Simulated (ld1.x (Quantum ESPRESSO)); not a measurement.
What the settings do to the TM semilocal potential of manganese

Base potential:

* Element: manganese (Mn)
* Generator: ld1.x (Quantum ESPRESSO) 7.5
* Type: norm-conserving Troullier–Martins (semilocal form)
* Functional: BLYP
* Relativity: scalar-relativistic
* Frozen core: [Ne]
* Valence charge: 15
* Reference configuration: 3s2 3p6 3d5 4s1.5 4p0.5
* Partial waves: 3s (bound): rc 1.25 bohr; 3d (bound): rc 1.55 bohr; 3p (bound): rc 0.85 bohr
* Local potential: the p channel
* Core correction: none

Occupied shells without a wave of their own: 4p, 4s. They enter only through the test configuration that unscreens the potential.

All-electron outer shells of the reference configuration (BLYP, scalar-relativistic, ld1.x):

| shell | level (eV) | outermost node (bohr) | outermost maximum (bohr) |
| --- | --- | --- | --- |
| 2s | -744.79 | 0.08 | 0.23 |
| 2p | -631.25 | – | 0.19 |
| 3s | -86.44 | 0.34 | 0.74 |
| 3p | -55.24 | 0.31 | 0.75 |
| 3d | -7.49 | – | 0.75 |
| 4s | -5.57 | 1.05 | 2.47 |
| 4p | -1.69 | 1.16 | 3.34 |

Cutoffs, loose and tight: the cutoffs (Ry, on a coarse ladder) from which the occupation-weighted sum of valence levels, in a spherical-Bessel basis at the reference potential, stays within 10 and 1 mRy of its value at 400 Ry. They do not see the model core or the augmentation charge, which bear on the density cutoff. Test errors are all-electron minus pseudo excitation energies from the reference, over the configurations 3s2 3p6 3d5 4s2 4p0; 3s2 3p6 3d5 4s1 4p0; 3s2 3p6 3d5 4s0 4p0; 3s2 3p6 3d6 4s0 4p0; 3s2 3p6 3d4 4s2 4p0; 3s2 3p6 3d4 4s0 4p0; 3s2 3p5 3d5 4s2 4p0. A dash means not determined; rows that change the core or the reference have their own tests.

A semilocal file is local in each channel, so a ghost entry of none says nothing of the separable form that plane-wave codes build from it.

| change | outcome | cutoff, loose | cutoff, tight | bound ghosts | largest test error (meV) |
| --- | --- | --- | --- | --- | --- |
| base | generated, misses its reference levels by 0.54 eV | 140 Ry | 230 Ry | none | -2037 |
| wave 3d (bound): rc 1.55 bohr becomes 3d (bound): rc 1.00 bohr | generated, misses its reference levels by 0.54 eV | 180 Ry | 260 Ry | none | -2010 |
| wave 3d (bound): rc 1.55 bohr becomes 3d (bound): rc 1.24 bohr | generated, misses its reference levels by 0.54 eV | 140 Ry | 260 Ry | none | -2018 |
| wave 3d (bound): rc 1.55 bohr becomes 3d (bound): rc 1.34 bohr | generated, misses its reference levels by 0.54 eV | 140 Ry | 230 Ry | none | -2022 |
| wave 3d (bound): rc 1.55 bohr becomes 3d (bound): rc 1.54 bohr | generated, misses its reference levels by 0.54 eV | 140 Ry | 230 Ry | none | -2037 |
| wave 3d (bound): rc 1.55 bohr becomes 3d (bound): rc 1.72 bohr | generated, misses its reference levels by 0.54 eV | 140 Ry | 230 Ry | none | -2049 |
| wave 3d (bound): rc 1.55 bohr becomes 3d (bound): rc 1.96 bohr | generated, misses its reference levels by 0.54 eV | 140 Ry | 230 Ry | none | -2068 |
| wave 3d (bound): rc 1.55 bohr becomes 3d (bound): rc 2.16 bohr | generated, misses its reference levels by 0.54 eV | 140 Ry | 230 Ry | none | -2073 |
| wave 3d (bound): rc 1.55 bohr becomes 3d (bound): rc 2.30 bohr | generated, misses its reference levels by 0.54 eV | 120 Ry | 230 Ry | none | -2070 |

Reading the sweep of the d radius (base included, trends over the rows without a ghost): The loose cutoff falls from 180 Ry at 1 to 120 Ry at 2.3 bohr. A larger radius leaves more room for a smooth pseudo-wave, so fewer plane waves are needed; a smaller one forces it to follow the all-electron wave where it bends sharply. The median size of the test errors (rows with all tests solved) stays near 457.8 meV.
